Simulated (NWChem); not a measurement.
TlCl; SMILES [Cl][Tl]

```xyz
2

Tl     0.0000     0.0000    -0.4135
Cl     0.0000     0.0000     2.1060
```
Atoms are numbered in this order, from 1.

All runs: NWChem. Coordinates come from a PBE0/def2-SVP optimisation. def2 effective core potentials on Tl; no spin-orbit coupling. Ions are spin-unrestricted doublets at the neutral geometry; other ion states weren't tried.

Problem. Estimate the computed values for PBE0/def2-SVP. Quantities: −ε(HOMO) (eV).

Solution. 
```
Item           Value
-------------  -----
−ε(HOMO) (eV)   7.29
```
